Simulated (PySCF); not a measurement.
## Substituent chemical shifts

Parent skeleton `[CH2:1]=[CH:2][C:3]([NH2:4])=[O:5]`; one hydrogen on atom 2 is replaced by X. Hydrogens on one atom are averaged.

Non-relativistic Hamiltonian, isolated molecule, one computed conformer, fast rotation and ring inversion assumed for equivalent nuclei. Shielding tensors at PBE0/pcSseg-1 (GIAO); GFN2-xTB structure; PySCF 2.14.

Scale: TMS for 13C and 1H; 15N vs NH3; 17O vs H2O (reference shieldings calculated alike).

Parent (X = H): C1 138.4, C2 135.1, C3 165.3, N4 116.2, O5 386.2, H(C1) 6.51 ppm. Effects are Δδ = δ(X) − δ(H), positive for deshielding.

Problem. Give Δδ (ppm) for X = propynyl, CCl3, SO2CH3.

Solution. 
```tsv
X	SMILES	C1	C2	C3	N4	O5	H(C1)
propynyl	C=C(C#CC)C(N)=O	+4.9	-5.5	-1.6	-1.4	-7.0	+0.21
CCl3	C=C(C(N)=O)C(Cl)(Cl)Cl	+2.0	+15.2	-4.1	+5.8	+7.1	+0.49
SO2CH3	C=C(C(N)=O)S(C)(=O)=O	+4.8	+17.3	-2.9	+6.1	+21.3	+0.64
```

Problem. Which position responds most, and to which substituents?

Solution. O5: from -7.0 ppm with propynyl to +21.3 ppm with SO2CH3.

Unscaled 17O shifts of doubly bonded oxygen tend to come out too high, by tens of ppm or more. Experimental scales use liquid or dissolved standards, which lie at an offset from isolated NH3 (liquid NH3: subtract about 20 ppm) and H2O (liquid H2O: subtract about 36 ppm).
